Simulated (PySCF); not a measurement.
**Au⁺: excitation energy**

Au⁺ [Xe] 4f14 5d10 (1S) → Au⁺ [Xe] 4f14 5d9 6p1 (high-spin determinant), as a difference of total energies. Computed with PySCF 2.14 in ANO-RCC-VTZP, with scalar relativity by spin-free X2C-1e. Correlated levels: valence: [Xe] 4f14 frozen. The calculations carry no spin-orbit coupling.

```csv
method,excitation energy (cm⁻¹)
UHF,66515
MP2 (valence),75463
SCS-MP2 (valence),75464
CCSD (valence),72889
CCSD(T) (valence),73098
```

A first-order spin-orbit estimate (lowest level to lowest level, LS coupling) adds -0.340 eV.

The basis was made for the ground configuration and has no added diffuse functions, so the excitation energy can come out too high.

The determinant of the upper state mixes LS terms, which raises its energy above the lowest term, most at the Hartree-Fock and MP2 levels.
